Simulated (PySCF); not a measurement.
## Kr³⁺ (krypton, charge +3) across methods

[Ar] 3d10 4s2 4p3, high-spin 4S determinant. All numbers are calculated (PySCF 2.14, scalar relativity by spin-free X2C-1e, in x2c-TZVPPall with one added diffuse shell each of s, p, d type (7s6p5d1f, 57 functions)). The B2PLYP total includes its PT2 part (frozen core); its orbital energies are those of the SCF part.

```json
{"method": "PBE", "E (hartree)": "-2786.940", "mean ε 4s α (eV)": "-60.469", "mean ε 4s β (eV)": "-56.846", "mean ε 4p α (eV)": "-44.719", "Σ⟨r²⟩ (bohr²)": "20.94", "⟨S²⟩": "3.750"}
{"method": "PBE0", "E (hartree)": "-2787.006", "mean ε 4s α (eV)": "-63.481", "mean ε 4s β (eV)": "-58.247", "mean ε 4p α (eV)": "-46.566", "Σ⟨r²⟩ (bohr²)": "20.94", "⟨S²⟩": "3.750"}
{"method": "LDA", "E (hartree)": "-2783.402", "mean ε 4s α (eV)": "-60.526", "mean ε 4s β (eV)": "-57.379", "mean ε 4p α (eV)": "-44.759", "Σ⟨r²⟩ (bohr²)": "20.92", "⟨S²⟩": "3.750"}
{"method": "wB97X-V", "E (hartree)": "-2787.078", "mean ε 4s α (eV)": "-66.051", "mean ε 4s β (eV)": "-61.135", "mean ε 4p α (eV)": "-48.896", "Σ⟨r²⟩ (bohr²)": "20.96", "⟨S²⟩": "3.750"}
{"method": "B3LYP", "E (hartree)": "-2787.332", "mean ε 4s α (eV)": "-62.758", "mean ε 4s β (eV)": "-58.376", "mean ε 4p α (eV)": "-46.042", "Σ⟨r²⟩ (bohr²)": "20.95", "⟨S²⟩": "3.750"}
{"method": "B2PLYP", "E (hartree)": "-2786.880", "mean ε 4s α (eV)": "-66.350", "mean ε 4s β (eV)": "-59.547", "mean ε 4p α (eV)": "-48.130", "Σ⟨r²⟩ (bohr²)": "20.99", "⟨S²⟩": "3.750"}
{"method": "UHF", "E (hartree)": "-2785.58416", "mean ε 4s α (eV)": "-71.474", "mean ε 4s β (eV)": "-60.835", "mean ε 4p α (eV)": "-51.167", "Σ⟨r²⟩ (bohr²)": "21.07", "⟨S²⟩": "3.751"}
{"method": "revPBE", "E (hartree)": "-2787.133", "mean ε 4s α (eV)": "-60.453", "mean ε 4s β (eV)": "-56.640", "mean ε 4p α (eV)": "-44.708", "Σ⟨r²⟩ (bohr²)": "20.94", "⟨S²⟩": "3.750"}
{"method": "r2SCAN", "E (hartree)": "-2787.281", "mean ε 4s α (eV)": "-61.775", "mean ε 4s β (eV)": "-56.914", "mean ε 4p α (eV)": "-45.406", "Σ⟨r²⟩ (bohr²)": "20.91", "⟨S²⟩": "3.750"}
```
